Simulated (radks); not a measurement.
Question: The caesium ion Cs3+ is in [Kr] 4d10 5s2 5p(1/2: 2, 3/2: 2). All-electron calculation, Dirac Kohn-Sham, relativistic LDA (MacDonald-Vosko exchange, VWN5 correlation), spin-unpolarised, spherical densities, finite nucleus; Fermi nuclear charge, rms radius of each element as measured or else 0.836 A^(1/3) + 0.57 fm. Program: a radial shooting solver on a logarithmic mesh with Libxc functionals. Sub-shells are occupied by j as written (lower j first in brackets). One electron is removed from 5p1/2, 5s1/2, 4d5/2, 5p3/2 in turn, with full relaxation. Which removal costs least, and what does each cost?

Answer: 5p3/2 44.615 eV; 5p1/2 46.815 eV; 5s1/2 60.372 eV; 4d5/2 113.32 eV. The 5p3/2 electron leaves first.
